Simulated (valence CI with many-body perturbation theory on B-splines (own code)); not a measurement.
# E1 line list for Hg LXXVI

Calculated by relativistic CI+MBPT: three valence electrons over a frozen Dirac-Fock core [He], radial functions for each j: 11 s, 11 p, 10 d, 8 f, 5 g, 2 h, with the one-electron correlation potential Σ1, the two-electron term Σ2, the three-electron term Σ3, Breit, model QED; selected CI, second order for the rest, scaled by the run's own slope (own B-spline code, finite nucleus).

The last digits are not significant, and no measured levels were compared; by estimate large intervals hold to a few tenths of a per cent, small ones and those within an open d or f shell to about a per cent.

Lines 1 to 50 of 579 in falling wavelength, among levels below 1395.0 Ry, chosen from the strongest by gf and those to the six lowest levels. Wavelengths and rates use the calculated energies. Electric multipoles are in the length gauge with retardation, E1 and E2 with the static RPA response of the core. Weak lines are less certain than strong ones. Lines between different terms over intervals too small for the method are left out, as are lines whose strength nearly cancels. The highest levels of a list are the least certain.

Levels are named by their leading jj configuration (3d3/2^4 stands for four electrons in 3d with j = 3/2), which in mixed levels can hold well under half, so a name can repeat and another be missing. Letters in brackets count levels of one name in rising energy.

| λ vac (nm) | Upper | Lower | A (s⁻¹) | S (a.u.) with core polarisation | S without |
| --- | --- | --- | --- | --- | --- |
| 30.79 | (2p1/2^2 4f7/2) J=7/2 | (2p1/2^2 4d5/2) J=5/2 | 1.29e+09 | 1.48e-01 | 1.48e-01 |
| 30.09 | (2s 2p1/2 4f7/2) J=5/2 | (2s 2p1/2 4d5/2) J=3/2 | 1.22e+09 | 9.85e-02 | 9.85e-02 |
| 29.52 | (2s 2p1/2 4f7/2) J=7/2 [b] | (2s 2p1/2 4d5/2) J=5/2 [b] | 1.33e+09 | 1.35e-01 | 1.35e-01 |
| 28.71 | (2s 2p1/2 4f7/2) J=7/2 [a] | (2s 2p1/2 4d5/2) J=5/2 [a] | 1.49e+09 | 1.39e-01 | 1.39e-01 |
| 27.80 | (2s 2p1/2 4f7/2) J=9/2 | (2s 2p1/2 4d5/2) J=7/2 | 1.74e+09 | 1.84e-01 | 1.84e-01 |
| 26.82 | (2s^2 4f7/2) J=7/2 | (2s^2 4d5/2) J=5/2 | 1.93e+09 | 1.47e-01 | 1.47e-01 |
| 15.61 | (2s 2p1/2 4f5/2) J=5/2 [b] | (2s 2p1/2 4d3/2) J=3/2 [b] | 7.46e+09 | 8.40e-02 | 8.40e-02 |
| 15.44 | (2s 2p1/2 4f5/2) J=3/2 | (2s 2p1/2 4d3/2) J=1/2 | 6.63e+09 | 4.82e-02 | 4.82e-02 |
| 15.35 | (2p1/2^2 4f5/2) J=5/2 | (2p1/2^2 4d3/2) J=3/2 | 9.68e+09 | 1.04e-01 | 1.04e-01 |
| 15.03 | (2s^2 4f5/2) J=5/2 | (2s^2 4d3/2) J=3/2 | 1.01e+10 | 1.01e-01 | 1.01e-01 |
| 14.96 | (2s 2p1/2 4f5/2) J=5/2 [a] | (2s 2p1/2 4d3/2) J=3/2 [a] | 1.02e+10 | 1.01e-01 | 1.01e-01 |
| 14.66 | (2s 2p1/2 4f5/2) J=7/2 | (2s 2p1/2 4d3/2) J=5/2 | 1.04e+10 | 1.29e-01 | 1.29e-01 |
| 13.45 | (2s 2p1/2 4d5/2) J=7/2 | (2s 2p1/2 4p3/2) J=5/2 | 2.41e+10 | 2.32e-01 | 2.32e-01 |
| 13.33 | (2p1/2^2 4d5/2) J=5/2 | (2p1/2^2 4p3/2) J=3/2 | 2.51e+10 | 1.76e-01 | 1.76e-01 |
| 13.28 | (2s^2 4d5/2) J=5/2 | (2s^2 4p3/2) J=3/2 | 2.40e+10 | 1.66e-01 | 1.66e-01 |
| 13.20 | (2s 2p1/2 4d5/2) J=5/2 [a] | (2s 2p1/2 4p3/2) J=3/2 [a] | 2.52e+10 | 1.72e-01 | 1.72e-01 |
| 13.07 | (2s 2p1/2 4d5/2) J=5/2 [b] | (2s 2p1/2 4p3/2) J=3/2 [b] | 2.24e+10 | 1.48e-01 | 1.48e-01 |
| 12.09 | (2s 2p1/2 4d5/2) J=3/2 | (2s 2p1/2 4p3/2) J=1/2 | 2.16e+10 | 7.54e-02 | 7.54e-02 |
| 5.885 | (2p3/2^2 3d5/2) J=5/2 [a] | (2p3/2^2 3p3/2) J=3/2 [a] | 3.90e+10 | 2.35e-02 | 2.35e-02 |
| 5.833 | (2p1/2 2p3/2 3d5/2) J=9/2 | (2p1/2 2p3/2 3p3/2) J=7/2 | 6.14e+10 | 6.02e-02 | 6.02e-02 |
| 5.752 | (2p1/2 2p3/2 3d5/2) J=7/2 [b] | (2p1/2 2p3/2 3p3/2) J=5/2 [b] | 6.37e+10 | 4.79e-02 | 4.79e-02 |
| 5.734 | (2s 2p1/2 3d5/2) J=7/2 | (2s 2p1/2 3p3/2) J=5/2 | 7.17e+10 | 5.33e-02 | 5.34e-02 |
| 5.638 | (2s 2p3/2 3d5/2) J=5/2 [b] | (2s 2p3/2 3p3/2) J=3/2 [b] | 3.96e+10 | 2.10e-02 | 2.10e-02 |
| 5.629 | (2s 2p3/2 3d5/2) J=9/2 | (2s 2p3/2 3p3/2) J=7/2 | 7.46e+10 | 6.57e-02 | 6.57e-02 |
| 5.626 | (2s 2p3/2 3d5/2) J=7/2 [a] | (2s 2p3/2 3p3/2) J=5/2 [a] | 5.72e+10 | 4.02e-02 | 4.02e-02 |
| 5.619 | (2p1/2^2 3d5/2) J=5/2 | (2p1/2^2 3p3/2) J=3/2 | 8.42e+10 | 4.42e-02 | 4.42e-02 |
| 5.615 | (2s 2p1/2 2p3/2) J=3/2 [a] | (2s^2 2p3/2) J=3/2 | 1.50e+09 | 5.24e-04 | 5.25e-04 |
| 5.606 | (2s 2p3/2 3d5/2) J=3/2 [b] | (2s 2p3/2 3p3/2) J=1/2 [b] | 5.25e+10 | 1.83e-02 | 1.83e-02 |
| 5.604 | (2s^2 3d5/2) J=5/2 | (2s^2 3p3/2) J=3/2 | 4.06e+10 | 2.12e-02 | 2.12e-02 |
| 5.583 | (2p1/2 2p3/2 3d5/2) J=7/2 [a] | (2p1/2 2p3/2 3p3/2) J=5/2 [a] | 7.65e+10 | 5.26e-02 | 5.26e-02 |
| 5.576 | (2p1/2 2p3/2 3d5/2) J=5/2 [b] | (2p1/2 2p3/2 3p3/2) J=3/2 [b] | 4.27e+10 | 2.19e-02 | 2.19e-02 |
| 5.565 | (2p3/2^2 3d5/2) J=7/2 | (2p3/2^2 3p3/2) J=5/2 | 6.19e+10 | 4.21e-02 | 4.21e-02 |
| 5.546 | (2p3/2^2 3d5/2) J=9/2 | (2p3/2^2 3p3/2) J=7/2 | 8.04e+10 | 6.77e-02 | 6.77e-02 |
| 5.539 | (2s 2p1/2 3d5/2) J=5/2 [a] | (2s 2p1/2 3p3/2) J=3/2 [a] | 7.73e+10 | 3.89e-02 | 3.89e-02 |
| 5.530 | (2p3/2^2 3d5/2) J=5/2 [b] | (2p3/2^2 3p3/2) J=3/2 [b] | 7.60e+10 | 3.81e-02 | 3.81e-02 |
| 5.492 | (2s 2p1/2 3d5/2) J=3/2 | (2s 2p1/2 3p3/2) J=1/2 | 5.28e+10 | 1.73e-02 | 1.73e-02 |
| 5.409 | (2s 2p1/2 3d5/2) J=5/2 [b] | (2s 2p1/2 3p3/2) J=3/2 [b] | 7.21e+10 | 3.38e-02 | 3.38e-02 |
| 5.371 | (2p1/2 2p3/2 3d5/2) J=5/2 [a] | (2p1/2 2p3/2 3p3/2) J=3/2 [a] | 5.77e+10 | 2.65e-02 | 2.65e-02 |
| 5.275 | (2p1/2 2p3/2 3d5/2) J=3/2 [a] | (2p1/2 2p3/2 3p3/2) J=1/2 [a] | 5.51e+10 | 1.60e-02 | 1.60e-02 |
| 5.273 | (2s 2p3/2 3d5/2) J=5/2 [a] | (2s 2p3/2 3p3/2) J=3/2 [a] | 4.99e+10 | 2.17e-02 | 2.17e-02 |
| 5.195 | (2p1/2 2p3/2 3p3/2) J=7/2 | (2s 2p3/2 3p3/2) J=5/2 [b] | 7.58e+10 | 4.19e-02 | 4.20e-02 |
| 5.074 | (2p1/2 2p3/2 3p3/2) J=5/2 [b] | (2s 2p3/2 3p3/2) J=3/2 [b] | 4.10e+10 | 1.59e-02 | 1.59e-02 |
| 5.020 | (2s 2p1/2 3p3/2) J=5/2 | (2s^2 3p3/2) J=3/2 | 5.82e+10 | 2.18e-02 | 2.18e-02 |
| 4.714 | (2s 2p1/2 2p3/2) J=5/2 | (2s^2 2p3/2) J=3/2 | 1.05e+10 | 3.26e-03 | 3.26e-03 |
| 4.603 | (2p3/2^2 3d5/2) J=5/2 [a] | (2p3/2^2 3p3/2) J=5/2 | 5.42e+10 | 1.57e-02 | 1.57e-02 |
| 4.506 | (2s 2p1/2 4d3/2) J=1/2 | (2s 2p1/2 4p1/2) J=1/2 [b] | 3.78e+11 | 3.41e-02 | 3.41e-02 |
| 4.498 | (2s 2p1/2 4d3/2) J=3/2 [b] | (2s 2p1/2 4p1/2) J=1/2 [b] | 2.90e+11 | 5.22e-02 | 5.22e-02 |
| 4.429 | (2p1/2^2 4d3/2) J=3/2 | (2p1/2^2 4p1/2) J=1/2 | 5.54e+11 | 9.51e-02 | 9.51e-02 |
| 4.383 | (2s^2 4d3/2) J=3/2 | (2s^2 4p1/2) J=1/2 | 5.69e+11 | 9.45e-02 | 9.45e-02 |
| 4.382 | (2s 2p1/2 4d3/2) J=3/2 [a] | (2s 2p1/2 4p1/2) J=1/2 [a] | 5.55e+11 | 9.23e-02 | 9.23e-02 |
